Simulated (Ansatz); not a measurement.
Ansatz results at the PBE0-D4/def2-TZVP geometry: LUMO energy (ωB97M-V/def2-TZVPP) 2.14 eV; size of the dipole moment (B3LYP/def2-TZVPP) 2.34 D; HOMO–LUMO gap (ωB97M-V/def2-TZVPP) 11.31 eV.

Each molecule was computed in one conformer, which needn't be the lowest.

Which molecule gave them?
A. `C[O][GeH2][OH]`
B. `CC(C)[NH][Ge]([CH3])([CH3])[Cl]`
C. `[F][Ge]([F])([F])[GeH3]`
D. `C[S][GeH]([F])[F]`

B. The others give `C[S][GeH]([F])[F]`: 1.34, 3.44, 11.20; `C[O][GeH2][OH]`: 2.13, 1.93, 12.44; `[F][Ge]([F])([F])[GeH3]`: 1.07, 4.16, 12.75.

B3LYP here is the variant with VWN-RPA as its local correlation; programs differ in this.
